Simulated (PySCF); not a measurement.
# Electronic absorption of C5H7BCl2

C5H7BCl2.
Numbering: `[CH2:1]=[C:2]1[CH2:3][CH:4]([B:5]([Cl:6])[Cl:7])[CH2:8]1` (hydrogens: H9, H10 on C1; H11, H12 on C3; H13 on C4; H14, H15 on C8)

Level of theory: TDDFT wB97X-D/def2-SVPD, vertical, gas phase, core orbitals frozen in the response in PySCF. Geometry: PBE0-D3(BJ)/def2-SVP, one conformer, isolated molecule. Torsions of this conformer, `[CH2:1]=[C:2]1[CH2:3][CH:4]([B:5]([Cl:6])[Cl:7])[CH2:8]1`: C3–C4–B5–Cl6 151°.

Question: List the vertical singlet excitations with oscillator strengths and describe the spectrum.

Answer: 

```
state  E (eV)  λ (nm)  ν̃ (cm⁻¹)       f  |μ| (D)  main configurations (H = HOMO, L = LUMO)
   S1    5.86   211.7      47230  0.0016     0.27                    H→L (66%), H-1→L (31%)
   S2    6.22   199.4      50160  0.0035     0.38     H-2→L (45%), H-1→L (21%), H-3→L (19%)
   S3    6.23   199.0      50260  0.0050     0.46       H-1→L (43%), H-2→L (21%), H→L (20%)
   S4    6.85   180.9      55280   0.386     3.86                               H→L+2 (95%)
   S5    7.03   176.3      56710   0.015     0.76     H-3→L (58%), H-2→L (20%), H-6→L (19%)
   S6    7.25   170.9      58500   0.010     0.61                  H→L+3 (58%), H→L+1 (30%)
```

The lowest singlet comes at 212 nm (565 kJ/mol) in the ultraviolet; it is very weak; its leading configuration is HOMO→LUMO (66%). The strongest level in the table is S4 at 6.85 eV (181 nm, f = 0.386). Löwdin shares by element: HOMO carbon 81% or more (atoms not listed hold the other 19%); LUMO boron 43%, chlorine 35%, carbon 11% or more. The listed states span 1.40 eV, and the widest gap between neighbours is 0.62 eV (S3 to S4). The oscillator strengths of these states sum to 0.422; summed over the whole spectrum of an exact calculation they would give the number of electrons, 76 (Thomas–Reiche–Kuhn). Orbital energies (eV): HOMO-3 -10.99, HOMO-2 -10.86, HOMO-1 -10.80, HOMO -9.10, LUMO 0.43, LUMO+1 1.56, LUMO+2 1.71. Only the lowest 6 singlets were computed, as vertical energies without vibronic structure.
